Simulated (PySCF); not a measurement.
C2H6ClFSi, SMILES C[Si](C)(F)Cl. Geometry optimised at ωB97X-D3(BJ)/def2-SVP.

The numbers are results of ωB97X-D3(BJ)/def2-SVP run with PySCF 2.14.0, not measurements.

Harmonic wavenumbers (cm⁻¹): 144, 155, 178, 183, 230, 267, 283, 526, 688, 706, 753, 802, 828, 860, 936, 1293, 1295, 1431, 1432, 1439, 1443, 3072, 3073, 3175, 3176, 3184, 3184. Rotational constants (GHz): 3.353, 2.287, 2.170; symmetry number 1.

**Question.** Work out the zero-point energy and the ideal-gas rigid-rotor harmonic-oscillator thermochemistry at 298.15 K and 1 atm.

**Answer.** ZPE = ½ Σ hcν = ½ × 34737 cm⁻¹ = 207.77 kJ/mol. H − E(el) = 230.10 kJ/mol. Entropy in J/(mol K): translation 167.66, rotation 114.47, vibration 72.32, total 354.45. G − E(el) = 124.42 kJ/mol. Cp = 114.03 J/(mol K). Modes under 150 cm⁻¹ make the vibrational entropy uncertain.
